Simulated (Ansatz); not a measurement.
Geometry optimisation, RKS B3LYP-D4/def2-SVP in Ansatz 0.2.0.

Input file:

```yaml
crystal:
  periodic: [false, false, false]
  atoms:
    - { symbol: B, position_ang: [0.0, 0.0, 0.0] }
    - { symbol: Cl, position_ang: [0.0, 0.0, 2.21] }
    - { symbol: F, position_ang: [1.1431, 0.0, -0.66] }
    - { symbol: F, position_ang: [-1.1431, 0.0, -0.66] }
    - { symbol: H, position_ang: [0.0623, -1.4126, 0.4698] }
    - { symbol: H, position_ang: [0.0555, -1.258, 1.3665] }
basis:
  gaussian: { orbitals: def2-SVP }
hamiltonian:
  xc: b3lyp
  dispersion: d4
relax:
  f_tol: 0.15
  max_steps: 25
  restrain:
    - { distance: [0, 4], at: 1.19, k: 30.0 }
    - { distance: [5, 1], at: 1.37, k: 30.0 }
    - { distance: [0, 1], at: 3.06, k: 30.0 }
    - { distance: [5, 4], at: 1.86, k: 30.0 }
output:
  orbitals: {}
```

Launched with:

```bash
$ ansatz run input.yaml --threads 2 --pin off --max-ram 3072MiB --backend cpu --events-out ev --progress --plain --runs-dir out
```

Question: Where does it end, and by what steps?

Answer: It converged. The restraints hold the end off the free minimum. After 6 steps the energy has fallen by 2.350 eV (the restraints' own energy left out); B1 moved furthest, 0.59 Å.

```tsv
step	energy less start (eV)	largest force component (eV/Å)	accepted
0	0.0000	3.867	yes
1	-0.4767	5.644	yes
2	-1.5518	3.928	yes
3	-2.2124	0.977	yes
4	-2.3347	0.746	yes
5	-2.3006	1.133	yes
6	-2.3495	0.935	yes
```

```xyz
6
Properties=species:S:1:pos:R:3
B 0.006 -0.417 -0.412
Cl -0.011 -0.001 2.620
F 1.137 0.192 -0.687
F -1.128 0.172 -0.713
H 0.012 -1.519 0.051
H 0.102 -1.096 1.867
```

The run took 16 s on 2 threads of Intel(R) Xeon(R) Platinum 8375C CPU @ 2.90GHz (Ice Lake), on a shared host, peak memory 0.16 GiB.
